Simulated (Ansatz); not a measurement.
Start from `O[SiH2]O` and change one atom or group to get `O[SiH](O)O`.

Ansatz, PBE0-D4/def2-TZVP geometries, multiplicity 1. Each molecule was computed in one conformer, which needn't be the lowest.

```
                                          property  `O[SiH2]O`
                HOMO energy (PBE0/def2-TZVPP) / eV       -8.89
             LUMO energy (ωB97M-V/def2-TZVPP) / eV        2.01
size of the dipole moment (ωB97M-V/def2-TZVPP) / D        1.06
    size of the dipole moment (PBE/def2-TZVPP) / D        1.09
                 LUMO energy (PBE/def2-TZVPP) / eV       -0.37
    zero-point energy (PBE0-D4/def2-TZVP) / kJ/mol       120.0
```

(1) Give the same properties after the change, and the shifts. (Estimate.)

## Answers

(1) Ansatz gave: 
```csv
property,`O[SiH](O)O`,shift
HOMO energy (PBE0/def2-TZVPP) / eV,-9.06,-0.17
LUMO energy (ωB97M-V/def2-TZVPP) / eV,2.20,0.19
size of the dipole moment (ωB97M-V/def2-TZVPP) / D,1.61,0.55
size of the dipole moment (PBE/def2-TZVPP) / D,1.57,0.48
LUMO energy (PBE/def2-TZVPP) / eV,-0.13,0.24
zero-point energy (PBE0-D4/def2-TZVP) / kJ/mol,136.0,16.0
```

With PBE0 the HOMO falls by 0.17 eV and the LUMO rises by 0.26 eV, so the gap widens by about 0.43 eV. PBE moves the HOMO by -0.06 eV and ωB97M-V by -0.24 eV. The zero-point energy changes by 16.0 kJ/mol with +3 modes. Dipoles are sizes alone; their direction can turn.
